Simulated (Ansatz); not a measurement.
One change: `O[Si@H](Cl)[Si@@H](O)F` becomes `C[Si@@H](O)[Si@H](O)Cl`.

Ansatz, PBE0-D4/def2-TZVP geometries, multiplicity 1. Each molecule was computed in one conformer, which needn't be the lowest.

| property | `O[Si@H](Cl)[Si@@H](O)F` |
| --- | --- |
| HOMO energy (ωB97M-V/def2-TZVPP) / eV | -10.09 |
| size of the dipole moment (B3LYP/def2-TZVPP) / D | 1.57 |
| HOMO energy (PBE/def2-TZVPP) / eV | -6.73 |
| HOMO–LUMO gap (ωB97M-V/def2-TZVPP) / eV | 11.02 |
| LUMO energy (PBE0/def2-TZVPP) / eV | -0.80 |
| LUMO energy (ωB97M-V/def2-TZVPP) / eV | 0.93 |

Give the same properties after the change, and the shifts. (An estimate is asked.)

Ansatz gave: 
```csv
property,`C[Si@@H](O)[Si@H](O)Cl`,shift
HOMO energy (ωB97M-V/def2-TZVPP) / eV,-9.70,0.39
size of the dipole moment (B3LYP/def2-TZVPP) / D,2.99,1.42
HOMO energy (PBE/def2-TZVPP) / eV,-6.42,0.31
HOMO–LUMO gap (ωB97M-V/def2-TZVPP) / eV,11.01,-0.01
LUMO energy (PBE0/def2-TZVPP) / eV,-0.35,0.45
LUMO energy (ωB97M-V/def2-TZVPP) / eV,1.31,0.38
```

With PBE0 the HOMO rises by 0.39 eV and the LUMO rises by 0.45 eV, so the gap widens by about 0.06 eV. PBE moves the HOMO by 0.31 eV and ωB97M-V by 0.39 eV. Dipoles are sizes alone; their direction can turn.

B3LYP here is the variant with VWN-RPA as its local correlation; programs differ in this.
